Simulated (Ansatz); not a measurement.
Consider the ligand exchange at the Si–O bond: `CC[Si]O` + `O[SiH3]` → `CC[Si]O[SiH3]` + H₂O.

Calculated with Ansatz (gas phase, PBE0-D4/def2-TZVP geometries, no zero-point term in ΔE). CCSD(T)/CBS adds triple-zeta CCSD(T) − MP2 to the extrapolated MP2 energy (def2 sets, frozen cores). This one scheme is used for every species. DFT in def2-TZVPP. HSE06 is defined as in plane-wave codes. One conformer a species, not always the lowest.

`CC[Si]O`:

Z-matrix (Å, degrees):
```
C
C 1 1.522
H 1 1.095 2 111.6
H 1 1.093 2 112.4 3 119.7
H 1 1.095 2 111.6 3 -120.5
Si 2 1.914 1 119.6 3 60.2
H 2 1.100 1 110.9 3 -177.0
H 2 1.101 1 110.9 3 -62.4
O 6 1.654 2 102.3 1 -0.6
H 9 0.963 6 118.6 2 0.1
```

`O[SiH3]`:

```xyz
6

O     0.877   -0.923   -0.147
Si   -0.282    0.248   -0.123
H     1.321   -1.130    0.675
H    -1.400   -0.104    0.796
H    -0.786    0.349   -1.512
H     0.271    1.560    0.312
```

`CC[Si]O[SiH3]`:

```xyz
13

C    -0.703   -0.709   -1.342
C    -1.451   -0.490   -0.024
Si   -1.362    1.323    0.564
O     0.246    1.467    0.910
Si    1.740    0.800    1.053
H     0.366   -0.504   -1.242
H    -1.082   -0.059   -2.136
H    -0.801   -1.739   -1.696
H    -1.038   -1.140    0.759
H    -2.505   -0.766   -0.138
H     1.651   -0.672    1.244
H     2.520    1.084   -0.179
H     2.418    1.404    2.226
```

H₂O:

Z-matrix (Å, degrees):
```
O
H 1 0.960
H 1 0.960 2 105.1
```

| species | HSE06 energy (Eh) |
| --- | --- |
| `CC[Si]O` | -444.30041 |
| `O[SiH3]` | -366.97899 |
| `CC[Si]O[SiH3]` | -734.90253 |
| H₂O | -76.37727 |

Problem. Work out ΔE.

Solution. ΔE = (-734.90253) + (-76.37727) − (-444.30041) − (-366.97899) = -0.00040 Eh = -0.3 kcal/mol. CCSD(T)/CBS gives -2.8 kcal/mol.

Largest T1 diagnostic among the species: 0.013.

The D4 term adds −2.7 kcal/mol with B3LYP and −1.5 kcal/mol with PBE0; it sums over pairs of atoms, weighted by their polarisabilities, and B3LYP, whose exchange is more repulsive, gets the larger term. From BLYP to BHLYP (50 % exact exchange), in def2-TZVPP and without D4, ΔE moves by −1.8 kcal/mol.

B3LYP here is the variant with VWN-RPA as its local correlation; programs differ in this.
